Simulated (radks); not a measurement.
Values are calculated unless marked as measured or tabulated.
The europium ion Eu2+, 61 electrons, occupied as [Xe] 4f7.

Code: a radial shooting solver on a logarithmic mesh with Libxc functionals. Model: Dirac Kohn-Sham, PBE, spin-unpolarised, spherical densities, finite nucleus; open shells fill j = l - 1/2 first; Fermi nuclear charge, rms radius 5.1115 fm.

Energy parts (hartree):
part                       energy
total                 -10850.8231
kinetic                11796.9128
electron-nucleus      -26596.9272
Hartree                 4192.1134
exchange-correlation    -242.9221

Orbitals (lengths in bohr, moments of r in powers of bohr; <r^-3> diverges for s and p1/2):
| orbital | occ. | eigenvalue (hartree) | <1/r> | <r^2> | <r^-3> | <r^4> |
|---|---|---|---|---|---|---|
| 1s1/2 | 2 | -1775.964 | 70.22 | 0.0006793 | - | 1.226e-06 |
| 2s1/2 | 2 | -291.8986 | 16.72 | 0.01062 | - | 0.0001954 |
| 2p1/2 | 2 | -276.9671 | 16.70 | 0.007724 | - | 0.0001212 |
| 2p3/2 | 4 | -253.1524 | 14.82 | 0.008963 | 9386 | 0.0001578 |
| 3s1/2 | 2 | -64.60141 | 6.087 | 0.07107 | - | 0.007645 |
| 3p1/2 | 2 | -58.14877 | 6.002 | 0.06632 | - | 0.006976 |
| 3p3/2 | 4 | -53.29421 | 5.528 | 0.07345 | 1975 | 0.008497 |
| 3d3/2 | 4 | -42.12305 | 5.404 | 0.05886 | 330.6 | 0.006203 |
| 3d5/2 | 6 | -41.06673 | 5.285 | 0.06086 | 295.1 | 0.006594 |
| 4s1/2 | 2 | -13.21167 | 2.538 | 0.3620 | - | 0.1908 |
| 4p1/2 | 2 | -10.71890 | 2.431 | 0.3821 | - | 0.2187 |
| 4p3/2 | 4 | -9.64878 | 2.271 | 0.4215 | 436.2 | 0.2663 |
| 4d3/2 | 4 | -5.54502 | 2.050 | 0.4885 | 61.57 | 0.3904 |
| 4d5/2 | 6 | -5.35314 | 2.010 | 0.5044 | 54.21 | 0.4164 |
| 4f5/2 | 6 | -0.59902 | 1.422 | 1.225 | 6.969 | 4.710 |
| 4f7/2 | 1 | -0.57635 | 1.402 | 1.275 | 6.699 | 5.181 |
| 5s1/2 | 2 | -2.13414 | 0.9631 | 2.145 | - | 6.833 |
| 5p1/2 | 2 | -1.46601 | 0.8460 | 2.740 | - | 11.62 |
| 5p3/2 | 4 | -1.32546 | 0.7901 | 3.081 | 56.46 | 14.73 |
| 5d3/2 | 0 | -0.50600 | 0.5129 | 7.295 | 3.527 | 92.62 |
| 5d5/2 | 0 | -0.49530 | 0.5021 | 7.574 | 3.060 | 99.55 |
| 6s1/2 | 0 | -0.51252 | 0.3604 | 13.80 | - | 274.3 |
| 6p1/2 | 0 | -0.37657 | 0.3044 | 19.35 | - | 545.4 |
| 6p3/2 | 0 | -0.35754 | 0.2915 | 21.09 | 7.879 | 645.9 |

The highest occupied level is 4f7/2 at -15.683 eV. The electron density at the nucleus is 5.791e+05 e/bohr^3. The density falls to 0.001 e/bohr^3 at r = 3.50 bohr.
